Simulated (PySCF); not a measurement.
A GIAO shielding run with PySCF (density fitting, non-relativistic, gas phase) on SMILES CN[SiH2][Si](O)(O)[SiH3], CH₁₁NO₂Si₃:

```
$ OMP_NUM_THREADS=1 python probes_run.py task.json out

{"job": {"kind": "nmr", "xc": "PBE0", "basis": "pcSseg-1"}, "charge": 0, "multiplicity": 1}
C      3.050548     0.025890     0.382444
N      1.640858     0.095120     0.095113
Si     0.576428    -1.217153     0.424893
Si    -1.504584    -0.392778    -0.100996
O     -2.123670    -1.433115    -1.200690
O     -2.530104    -0.627190     1.173264
Si    -1.773645     1.782032    -0.873336
H      3.616577    -0.493201    -0.399240
H      3.466381     1.028478     0.500762
H      3.184960    -0.519659     1.313181
H      1.460281     0.674798    -0.711394
H      0.963461    -2.491597    -0.222487
H      0.799312    -1.483580     1.862762
H     -3.011087    -1.759527    -1.080911
H     -2.383237    -0.191704     2.005748
H     -3.149800     2.217757    -1.157653
H     -1.029425     2.025273    -2.116931
H     -1.262014     2.766475     0.093814
```

Hardware: 1 thread of an Arm Neoverse N1, shared host. The job also computes population analyses, field gradients.

Question: How large is the calculation?

Answer: 82 electrons, 195 basis functions and 1082 auxiliary functions.

Question: How long does it take, and how much memory does it need?

Answer: 60 s of wall time, with 13 SCF cycles and 5 response iterations; peak memory 0.87 GiB. Times on a shared host scatter by some tens of per cent.
